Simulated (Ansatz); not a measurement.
Computed with Ansatz on PBE0-D4/def2-TZVP structures; ΔE is electronic, products minus reactants. CBS: MP2 limit from def2 TZ/QZ plus the TZ coupled-cluster correction, frozen cores. Double bonds are as drawn, so ΔE can hold a change between cis and trans. DFT in def2-TZVPP. For Ga outer-core shells are correlated without core-valence functions, which leaves a few kJ/mol of doubt a bond. Scalar relativity is left out up to krypton. Each species was taken in one conformer, which may not be the lowest.

`CO[SiH](O)[GaH2]` + `C/N=C/O` → `O/C=[N]/[GaH2]` + `CO[SiH](C)O`  (formal exchange of groups at a Ga–Si bond)

```csv
level,ΔE (kJ/mol)
PBE-D4,-98.6
B2PLYP,-116.5
```

**Question.** What does CCSD(T)/CBS give? (An estimate is asked.)

**Answer.** The calculation gave: -114.7 kJ/mol. The listed levels differ from it by 16.1, -1.8 kJ/mol.

Largest T1 diagnostic among the species: 0.016.

From PBE to PBE0 (25 % exact exchange), in def2-TZVPP and without D4, ΔE moves by −3.5 kJ/mol.
